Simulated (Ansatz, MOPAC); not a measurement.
Species: CsF, net charge 0, singlet state. SMILES: [F][Cs]

Atoms: Cs1, F2. Bonds: Cs1-F2.

Bond lengths (Å) and angles (degrees) optimised at AM1 with MOPAC; PM3 with MOPAC; MNDO with MOPAC; HF/3-21G with Ansatz (a first-principles code); B3LYP/LANL2DZ with Ansatz; MP2/6-31G* with LANL2DZ past Ar with Ansatz, each started from the B3LYP-D3(BJ)/def2-TZVP structure (Ansatz) of the last column. A row stands for all coordinates that are equal there. 6-31G* holds six Cartesian d functions.

| coordinate | AM1 | PM3 | MNDO | HF/3-21G | B3LYP/LANL2DZ | MP2/6-31G* with LANL2DZ past Ar | B3LYP-D3(BJ)/def2-TZVP |
|---|---|---|---|---|---|---|---|
| Cs1-F2 | 2.336 | 2.527 | 2.345 | 2.588 | 2.615 | 2.573 | 2.404 |

Mean signed difference of all 1 bond lengths from B3LYP-D3(BJ)/def2-TZVP: AM1 -0.067 Å, PM3 0.123 Å, MNDO -0.059 Å, HF/3-21G 0.184 Å, B3LYP/LANL2DZ 0.211 Å, MP2/6-31G* with LANL2DZ past Ar 0.169 Å.
